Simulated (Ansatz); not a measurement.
Input file for Ansatz (a program for electronic structure): R-CCSD(T)/def2-SVPD on H4IN (a complex), monomers drawn apart or pushed together. Elements past Kr take the def2 small-core potentials; no spin–orbit coupling. The run froze 10 orbitals, filled d shells among them.

Ansatz 0.2 input:
```yaml
crystal:
  periodic: [false, false, false]
  atoms:
    - {symbol: N, position_ang: [-0.08030723, -0.08380489, 0.51713559]}
    - {symbol: H, position_ang: [0.15046936, -0.96815748, 0.07880177]}
    - {symbol: H, position_ang: [-1.00252691, 0.20491527, 0.21117785]}
    - {symbol: H, position_ang: [0.59612786, 0.61363946, 0.22823427]}
    - {symbol: I, position_ang: [-0.01309724, -0.54124654, 5.16357048]}
    - {symbol: H, position_ang: [-0.03783550, -0.37250774, 3.44956030]}
basis:
  gaussian:
    orbitals: def2-SVPD
magnetization: {spin_polarized: false}
correlation: {method: ccsd_t, electrons: outside_noble_gas}
scf: {lower_state_search: off}
```

It printed:

```
WARN ansatz: RAYON_NUM_THREADS=2 ignored (pool sized by the plan → 2); use --threads N
Functional definition: HF
these checks for a lower state are left out or cut short: stability, starts, cluster_reference, orbital_swaps, neighbouring_geometries, increment
integrals: 0.09 GiB planned
952 factors; integrals over basis functions are off by at most 9.8e-4 eV
mean field: 0.21 GiB planned
mean field evaluation 1: about -9614.3927 eV, gradient 2.7e1 eV
mean field evaluation 2: about -9614.4751 eV, gradient 2.7e1 eV
mean field evaluation 4: about -9616.2155 eV, gradient 1.9e0 eV
mean field evaluation 8: about -9616.2325 eV, gradient 1.3e-1 eV
mean field -9616.23267295 eV, -353.3900326143 hartree, gradient 2.6e-6 eV, S^2 0.000000; 0 other end points of the search recorded, 0 dependent functions left out
10 core orbitals not correlated
reference -9616.23267295 eV, -353.3900326143 hartree; 8, 8 occupied and 69, 69 virtual orbitals, 952 factors
second order -8.59094466 eV of doubles, -0.00000000 eV of singles
coupled cluster: 0.24 GiB planned
cycle   1  -9.15810604 eV  change   -5.7e-1 eV  update   6.4e-2
cycle   2  -9.39426599 eV  change   -2.4e-1 eV  update   2.0e-2
cycle   3  -9.42712867 eV  change   -3.3e-2 eV  update   7.2e-3
cycle   4  -9.42631728 eV  change    8.1e-4 eV  update   1.8e-3
cycle   5  -9.42601124 eV  change    3.1e-4 eV  update   6.8e-4
cycle   6  -9.42598228 eV  change    2.9e-5 eV  update   2.1e-4
cycle   7  -9.42595068 eV  change    3.2e-5 eV  update   7.4e-5
cycle   8  -9.42594973 eV  change    9.6e-7 eV  update   2.6e-5
cycle   9  -9.42594943 eV  change    3.0e-7 eV  update   8.4e-6
perturbative correction -0.23564583 eV, -0.0086598246 hartree
Total energy: -9625.89426821 eV, -353.7450896912 hartree
Checks for a lower state left out: stability, starts, cluster_reference, orbital_swaps, neighbouring_geometries, increment
```

The calculation finished and met its thresholds.

Cost: about 4 core-seconds (a rough figure).
